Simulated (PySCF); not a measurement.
Electron correlation in Be (beryllium, neutral)

[He] 2p2, high-spin 3P determinant (an excited configuration). Computed with PySCF 2.14 in x2c-TZVPPall, with scalar relativity by spin-free X2C-1e. Frozen: 1s2; 2 electrons correlated.

With two correlated electrons CCSD is exact within the correlated space (frozen core and kept virtual orbitals).

```json
{"level": "CCSD", "correlation energy (mhartree)": "-7.56"}
```

Diagnostics: T1 = 0.00063, D1 = 0.0009, largest double amplitude 0.074.

Cost of the coupled-cluster step: roughly 0.11 core-seconds, for 2 correlated electrons.
